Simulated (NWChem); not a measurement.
System: C2H5ClF2Si; SMILES Cl[SiH2]CC(F)F

NWChem input:

```
start job
memory heap 200 mb stack 900 mb global 1100 mb
geometry units angstroms noautoz
  F      0.388810     2.690068    -0.637142
  C      0.397802     1.450814    -0.095706
  F      0.245549     1.592808     1.244738
  C     -0.729206     0.623502    -0.656027
  Si    -0.945406    -1.077746     0.118468
  Cl     0.864870    -2.087291    -0.001840
  H      1.390688     1.004190    -0.278596
  H     -1.668926     1.185780    -0.514382
  H     -0.581736     0.503379    -1.741174
  H     -1.960294    -1.841401    -0.658000
  H     -1.341552    -0.996501     1.548308
end
basis spherical
  * library def2-svp
end
dft
  xc b3lyp
  iterations 150
  mulliken
end
task dft energy
```

The geometry was optimised at PBE0/def2-SVP.

### Question
What results follow from this input? (B3LYP/def2-SVP.) Quantities: energy (Ha); highest occupied level (eV); orbital gap (eV); dipole (D).

### Answer
```json
{
  "energy (Ha)": "-1028.24",
  "highest occupied level (eV)": "-8.60",
  "orbital gap (eV)": "8.83",
  "dipole (D)": "1.74"
}
```
